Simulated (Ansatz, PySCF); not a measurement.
Another site gives an ion 64903.08 eV lower (`O[SiH2]Br`) at the level CAM-B3LYP-D3(BJ)/def2-TZVPD (PySCF).

Level of theory: frozen-core CCSD(T)/def2-TZVPD // CAM-B3LYP-D3(BJ)/def2-TZVPD (Ansatz, a quantum-chemistry and plane-wave program).

Ansatz 0.2 input:
```yaml
crystal:
  periodic: [false, false, false]
  atoms:
    - { symbol: O, position_ang: [1.959111, -0.644348, 0.791084] }
    - { symbol: C, position_ang: [0.989759, 0.000833, 0.500182] }
    - { symbol: O, position_ang: [1.026891, 1.348345, 0.402425] }
    - { symbol: Si, position_ang: [-0.716236, -0.770666, 0.089403] }
    - { symbol: O, position_ang: [-1.889768, 0.368063, 0.084084] }
    - { symbol: H, position_ang: [1.932516, 1.63855, 0.605081] }
    - { symbol: H, position_ang: [-0.542125, -1.427352, -1.221432] }
    - { symbol: H, position_ang: [-1.036906, -1.751344, 1.134546] }
    - { symbol: H, position_ang: [-1.704302, 1.24017, -0.270658] }
basis:
  gaussian: { orbitals: def2-TZVPD }
correlation:
  method: ccsd_t
```

Output:

```
Functional definition: HF
1551 factors; integrals over basis functions are off by at most 1.1e-3 eV
mean field evaluation 1: about -15067.1338 eV, gradient 5.3e1 eV
mean field evaluation 2: about -15067.2737 eV, gradient 5.3e1 eV
mean field evaluation 4: about -15072.4706 eV, gradient 4.5e0 eV
mean field evaluation 8: about -15072.5577 eV, gradient 6.0e-1 eV
mean field evaluation 16: about -15072.5601 eV, gradient 1.8e-6 eV
mean field -15072.56012806 eV, -553.9063681578 hartree, gradient 1.8e-6 eV, S^2 0.000000; 0 other end points of the search recorded, 0 dependent functions left out
9 core orbitals not correlated
reference -15072.56012806 eV, -553.9063681578 hartree; 15, 15 occupied and 212, 212 virtual orbitals, 1551 factors
second order -26.54093043 eV of doubles, -0.00000000 eV of singles
cycle   1  -26.22909660 eV  change    3.1e-1 eV  update   1.3e-1
cycle   2  -26.92841373 eV  change   -7.0e-1 eV  update   4.0e-2
cycle   3  -27.10863223 eV  change   -1.8e-1 eV  update   2.1e-2
cycle   4  -27.08633522 eV  change    2.2e-2 eV  update   5.4e-3
cycle   5  -27.08232936 eV  change    4.0e-3 eV  update   2.6e-3
cycle   6  -27.08415888 eV  change   -1.8e-3 eV  update   8.4e-4
cycle   7  -27.08386059 eV  change    3.0e-4 eV  update   3.4e-4
cycle   8  -27.08363050 eV  change    2.3e-4 eV  update   1.2e-4
cycle   9  -27.08367862 eV  change   -4.8e-5 eV  update   5.2e-5
cycle  10  -27.08371148 eV  change   -3.3e-5 eV  update   2.1e-5
perturbative correction -1.09787548 eV, -0.0403461797 hartree
Total energy: -15100.74171501 eV, -554.9420223764 hartree
```

Cost: around 5 core-minutes (rough).
